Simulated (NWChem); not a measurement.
System: CH4OZn; SMILES [O]([ZnH])C

Input file for NWChem:

```
start job
memory heap 200 mb stack 900 mb global 1100 mb
geometry units angstroms noautosym nocenter noautoz
  Zn     0.257548    -0.726195     0.001555
  H      0.005787    -2.222722    -0.016083
  O      0.706881     0.986240     0.023520
  C     -0.076405     2.126391     0.004103
  H     -0.793993     2.190609     0.849796
  H      0.564338     3.026472     0.073315
  H     -0.672553     2.240050    -0.926495
end
basis spherical
  Zn library pcsseg-1
  H library pcsseg-1
  O library pcsseg-1
  C library pcsseg-1
end
dft
  xc kt2
  iterations 150
end
property
  shielding
end
task dft property
```

Parts of the log:

```
             Northwest Computational Chemistry Package (NWChem) 7.3.0
             --------------------------------------------------------

                             Geometry "geometry" -> ""
                             -------------------------

 Output coordinates in angstroms (scale by  1.889725989 to convert to a.u.)

  No.       Tag          Charge          X              Y              Z
 ---- ---------------- ---------- -------------- -------------- --------------
    1 Zn                  30.0000     0.25754800    -0.72619500     0.00155500
    2 H                    1.0000     0.00578700    -2.22272200    -0.01608300
    3 O                    8.0000     0.70688100     0.98624000     0.02352000
    4 C                    6.0000    -0.07640500     2.12639100     0.00410300
    5 H                    1.0000    -0.79399300     2.19060900     0.84979600
    6 H                    1.0000     0.56433800     3.02647200     0.07331500
    7 H                    1.0000    -0.67255300     2.24005000    -0.92649500

 Effective nuclear repulsion energy (a.u.)     165.7058861403

                              NWChem Property Module
                              ----------------------

  itol2e modified to match energy
  convergence criterion.

                                 NWChem DFT Module
                                 -----------------

 Summary of "ao basis" -> "ao basis" (spherical)
 ------------------------------------------------------------------------------
       Tag                 Description            Shells   Functions and Types
 ---------------- ------------------------------  ------  ---------------------
 Zn                         pcsseg-1                15       45   5s6p3d1f
 H                          pcsseg-1                 3        5   2s1p
 O                          pcsseg-1                 7       17   3s3p1d
 C                          pcsseg-1                 7       17   3s3p1d

  itol2e modified to match energy
  convergence criterion.

            General Information
            -------------------
          SCF calculation type: DFT
          Wavefunction type:  closed shell.
          No. of atoms     :     7
          No. of electrons :    48
           Alpha electrons :    24
            Beta electrons :    24
          Charge           :     0
          Spin multiplicity:     1
          Use of symmetry is: off; symmetry adaption is: off
          Maximum number of iterations: 150
          AO basis - number of functions:    99
                     number of shells:    41
          Convergence on energy requested:  1.00D-07
          Convergence on density requested:  1.00D-05
          Convergence on gradient requested:  5.00D-04

              XC Information
              --------------
                          KT2 Method XC Functional
                        Slater Exchange Functional  1.072 local
                           KT1 gradient correction  1.000 non-local
            Perdew 1991 LDA Correlation Functional  0.577 local

             Grid Information
             ----------------
          Grid used for XC integration:  fine
          Radial quadrature: Mura-Knowles
          Angular quadrature: Lebedev.
          Tag              B.-S. Rad. Rad. Pts. Rad. Cut. Ang. Pts.
          ---              ---------- --------- --------- ---------
          Zn                  1.35      140          11.0       974
          H                   0.35       60          13.0       590
          O                   0.60       70          10.0       590
          C                   0.70       70          12.0       590
          Grid pruning is: on
          Number of quadrature shells:   520
          Spatial weights used:  Erf1

      Superposition of Atomic Density Guess
      -------------------------------------

 Sum of atomic energies:       -1891.98894008

      Non-variational initial energy
      ------------------------------

 Total energy =   -1893.020560
 1-e energy   =   -2968.978193
 2-e energy   =     910.251747
 HOMO         =      -0.370604
 LUMO         =      -0.000408

   convergence    iter        energy       DeltaE   RMS-Dens  Diis-err
 ---------------- ----- ----------------- --------- --------- ---------
 d= 0,ls=0.0,diis     1  -1904.3140774467 -2.07D+03  2.16D-02  2.87D+00
 d= 0,ls=0.0,diis     2  -1903.7668133914  5.47D-01  2.00D-02  6.50D+00
 d= 0,ls=0.0,diis     3  -1904.3109959068 -5.44D-01  4.88D-03  1.25D+00
 d= 0,ls=0.0,diis     4  -1904.4219277819 -1.11D-01  1.44D-03  1.87D-02
 d= 0,ls=0.0,diis     5  -1904.4218646887  6.31D-05  6.07D-04  3.53D-02
  Resetting Diis
 d= 0,ls=0.0,diis     6  -1904.4237089034 -1.84D-03  1.86D-04  1.99D-03
 d= 0,ls=0.0,diis     7  -1904.4237946958 -8.58D-05  2.34D-04  1.50D-04
 d= 0,ls=0.0,diis     8  -1904.4237404355  5.43D-05  1.55D-04  6.44D-04
 d= 0,ls=0.0,diis     9  -1904.4238121112 -7.17D-05  1.78D-05  1.68D-05
 d= 0,ls=0.0,diis    10  -1904.4238136400 -1.53D-06  3.72D-06  2.85D-07
 d= 0,ls=0.0,diis    11  -1904.4238136630 -2.30D-08  8.00D-07  1.13D-07

         Total DFT energy =    -1904.423813662975
      One electron energy =    -2972.568696797497
           Coulomb energy =      998.825556697114
    Exchange-Corr. energy =      -96.386559702891
 Nuclear repulsion energy =      165.705886140298

 Numeric. integr. density =       48.000000547612

                       DFT Final Molecular Orbital Analysis
                       ------------------------------------

 Vector   22  Occ=2.000000D+00  E=-2.974228D-01
              MO Center=  7.5D-02, -1.6D+00, -9.8D-03, r^2= 1.8D+00
   Bfn.  Coefficient  Atom+Function         Bfn.  Coefficient  Atom+Function
  ----- ------------  ---------------      ----- ------------  ---------------
     4      0.431977  1 Zn s                 46      0.387388  2 H  s
     3     -0.322175  1 Zn s                 47      0.249616  2 H  s
    22     -0.165293  1 Zn py                 2      0.128177  1 Zn s
    28      0.125334  1 Zn d  2               5      0.107837  1 Zn s
    16      0.077878  1 Zn py                53     -0.076327  3 O  s

 Vector   23  Occ=2.000000D+00  E=-2.202162D-01
              MO Center=  4.9D-01,  1.2D+00,  3.0D-02, r^2= 2.1D+00
   Bfn.  Coefficient  Atom+Function         Bfn.  Coefficient  Atom+Function
  ----- ------------  ---------------      ----- ------------  ---------------
    60      0.377146  3 O  px                57      0.351960  3 O  px
    90     -0.248745  6 H  s                 54      0.189655  3 O  px
     4     -0.177138  1 Zn s                 58      0.166821  3 O  py
    61      0.148983  3 O  py                85      0.145065  5 H  s
    91     -0.136485  6 H  s                 74     -0.135593  4 C  px

 Vector   24  Occ=2.000000D+00  E=-2.061873D-01
              MO Center=  4.0D-01,  1.2D+00,  2.9D-03, r^2= 1.6D+00
   Bfn.  Coefficient  Atom+Function         Bfn.  Coefficient  Atom+Function
  ----- ------------  ---------------      ----- ------------  ---------------
    62      0.450262  3 O  pz                59      0.418493  3 O  pz
    56      0.225054  3 O  pz                95      0.221965  7 H  s
    85     -0.209492  5 H  s                 23      0.139810  1 Zn pz
    96      0.133379  7 H  s                 86     -0.125646  5 H  s
    76     -0.122734  4 C  pz                25     -0.104221  1 Zn d -1

 Vector   25  Occ=0.000000D+00  E=-3.151803D-02
              MO Center=  1.7D-01, -5.1D-01,  6.3D-03, r^2= 4.4D+00
   Bfn.  Coefficient  Atom+Function         Bfn.  Coefficient  Atom+Function
  ----- ------------  ---------------      ----- ------------  ---------------
     5      0.994090  1 Zn s                 47     -0.786677  2 H  s
    53     -0.402222  3 O  s                  4      0.390965  1 Zn s
    46     -0.272827  2 H  s                  3     -0.258343  1 Zn s
    70     -0.171005  4 C  s                 28     -0.156305  1 Zn d  2
    52     -0.142332  3 O  s                 61      0.134759  3 O  py

 Vector   26  Occ=0.000000D+00  E= 2.710825D-02
              MO Center=  1.5D-01,  3.7D-01,  1.7D-02, r^2= 5.4D+00
   Bfn.  Coefficient  Atom+Function         Bfn.  Coefficient  Atom+Function
  ----- ------------  ---------------      ----- ------------  ---------------
    70      1.047339  4 C  s                 21      0.768950  1 Zn px
    86     -0.556724  5 H  s                 91     -0.502899  6 H  s
    96     -0.502937  7 H  s                 47     -0.195452  2 H  s
     5      0.192231  1 Zn s                 69      0.190070  4 C  s
    78      0.188763  4 C  py                22     -0.174103  1 Zn py

 Vector   27  Occ=0.000000D+00  E= 4.344954D-02
              MO Center=  8.6D-02, -3.1D-01, -2.0D-02, r^2= 3.4D+00
   Bfn.  Coefficient  Atom+Function         Bfn.  Coefficient  Atom+Function
  ----- ------------  ---------------      ----- ------------  ---------------
    23      0.960070  1 Zn pz                96     -0.607275  7 H  s
    86      0.584563  5 H  s                 79     -0.377593  4 C  pz
    17     -0.174654  1 Zn pz                59     -0.121507  3 O  pz
    20     -0.116272  1 Zn pz                76     -0.108684  4 C  pz
    62     -0.083193  3 O  pz                56     -0.058047  3 O  pz

     Multipole analysis of the density
     ---------------------------------

     L   x y z        total         alpha         beta         nuclear
     -   - - -        -----         -----         ----         -------
     0   0 0 0      0.000000    -24.000000    -24.000000     48.000000

[...]

          -----------------------------------------
          Chemical Shielding Tensors (GIAO, in ppm)
          -----------------------------------------

                                NWChem CPHF Module
                                ------------------

  scftype          =     RHF
  nclosed          =       24
  nopen            =        0
  variables        =     1800
  # of vectors     =        3
  tolerance        = 0.10D-03
  level shift      = 0.00D+00
  max iterations   =       50
  max subspace     =       30

 SCF residual:    5.1974408046813881E-005

Iterative solution of linear equations
  No. of variables     1800
  No. of equations        3
  Maximum subspace       30
        Iterations       50
       Convergence  1.0D-04

   iter   nsub   residual    time
   ----  ------  --------  ---------
     1      3    2.16D-05      30.3

      Atom:    1  Zn
        Diamagnetic
   2523.1100      0.8340      0.0295
      0.8340   2529.2580      0.0625
      0.0295      0.0625   2522.1970

        Paramagnetic
  -1140.7305    169.0968      2.3792
    169.0968    -49.1397      9.8394
      2.3792      9.8394  -1145.4639

        Total Shielding Tensor
   1382.3794    169.9308      2.4087
    169.9308   2480.1183      9.9020
      2.4087      9.9020   1376.7331

           isotropic =    1746.4103
          anisotropy =    1139.2543

          Principal Components and Axis System
                 1           2           3
             2505.9131   1376.6824   1356.6353

      1         0.1496      0.0431      0.9878
      2         0.9887     -0.0156     -0.1490
      3         0.0090      0.9989     -0.0450

      Atom:    2  H
        Diamagnetic
     20.9562      3.4057      0.0424
      3.4057     40.8688      0.2400
      0.0424      0.2400     20.2605

        Paramagnetic
      0.1323     -0.2426     -0.0126
     -0.2426     -0.1958     -0.0215
     -0.0126     -0.0215      0.5514

        Total Shielding Tensor
     21.0884      3.1632      0.0298
      3.1632     40.6730      0.2185
      0.0298      0.2185     20.8120

           isotropic =      27.5245
          anisotropy =      20.4737

          Principal Components and Axis System
                 1           2           3
               41.1736     20.8097     20.5901

      1         0.1556     -0.0223      0.9876
      2         0.9878     -0.0074     -0.1558
      3         0.0108      0.9997      0.0209

      Atom:    3  O
        Diamagnetic
    383.4180     -5.2263      0.3182
     -5.2263    421.7884      0.0758
      0.3182      0.0758    371.8351

        Paramagnetic
   -145.6017    105.9550     -1.9029
    105.9550    -82.1498      3.9124
     -1.9029      3.9124    -82.9392

        Total Shielding Tensor
    237.8163    100.7286     -1.5847
    100.7286    339.6386      3.9882
     -1.5847      3.9882    288.8959

           isotropic =     288.7836
          anisotropy =     169.2989

          Principal Components and Axis System
                 1           2           3
              401.6496    288.9420    175.7593

      1         0.5235     -0.0378      0.8512
      2         0.8517     -0.0035     -0.5239
      3         0.0228      0.9993      0.0304

      Atom:    4  C
        Diamagnetic
    244.8905     -7.8035      0.1066
     -7.8035    252.6659     -0.2136
      0.1066     -0.2136    239.6121

        Paramagnetic
   -128.0643    -29.8962      0.6500
    -29.8962    -91.6269     -0.4715
      0.6500     -0.4715   -145.3877

        Total Shielding Tensor
    116.8262    -37.6997      0.7566
    -37.6997    161.0390     -0.6851
      0.7566     -0.6851     94.2244

           isotropic =     124.0298
          anisotropy =      87.9247

          Principal Components and Axis System
                 1           2           3
              182.6463     95.3197     94.1235

      1        -0.4971      0.8328     -0.2436
      2         0.8676      0.4806     -0.1274
      3        -0.0110      0.2746      0.9615

      Atom:    5  H
        Diamagnetic
     30.2099     -3.8515     -7.7269
     -3.8515     26.9038      2.4600
     -7.7269      2.4600     29.5207

        Paramagnetic
     -3.2116     -0.7363      4.8348
     -0.7363      2.1491     -0.4959
      4.8348     -0.4959     -5.0694

        Total Shielding Tensor
     26.9984     -4.5879     -2.8922
     -4.5879     29.0529      1.9640
     -2.8922      1.9640     24.4513

           isotropic =      26.8342
          anisotropy =      10.6267

          Principal Components and Axis System
                 1           2           3
               33.9186     24.2626     22.3213

      1        -0.6139      0.3969      0.6823
      2         0.7144      0.6471      0.2664
      3         0.3358     -0.6510      0.6808

      Atom:    6  H
        Diamagnetic
     26.6927      5.0203      0.4274
      5.0203     37.7120      0.7514
      0.4274      0.7514     22.5863

        Paramagnetic
     -2.4538     -5.2618     -0.3515
     -5.2618     -3.6557     -0.5008
     -0.3515     -0.5008      0.8438

        Total Shielding Tensor
     24.2390     -0.2415      0.0759
     -0.2415     34.0562      0.2506
      0.0759      0.2506     23.4301

           isotropic =      27.2418
          anisotropy =      10.2393

          Principal Components and Axis System
                 1           2           3
               34.0680     24.2413     23.4161

      1        -0.0244      0.9948     -0.0993
      2         0.9994      0.0219     -0.0257
      3         0.0234      0.0998      0.9947

      Atom:    7  H
        Diamagnetic
     28.1609     -3.8359      7.3483
     -3.8359     27.0985     -3.2478
      7.3483     -3.2478     31.3296

        Paramagnetic
     -1.9364     -0.5622     -4.4298
     -0.5622      2.1070      0.8445
     -4.4298      0.8445     -6.2506

        Total Shielding Tensor
     26.2245     -4.3981      2.9185
     -4.3981     29.2055     -2.4033
      2.9185     -2.4033     25.0790

           isotropic =      26.8363
          anisotropy =      10.5793

          Principal Components and Axis System
                 1           2           3
               33.8892     24.2412     22.3786

      1        -0.5653      0.2999      0.7684
      2         0.7289      0.6177      0.2952
      3        -0.3861      0.7270     -0.5678
```

Level: KT2/pcSseg-1, GIAO. Structure relaxed at the PBE0/def2-SVP level. The printed shielding anisotropy is the first printed principal value minus the mean of the other two.
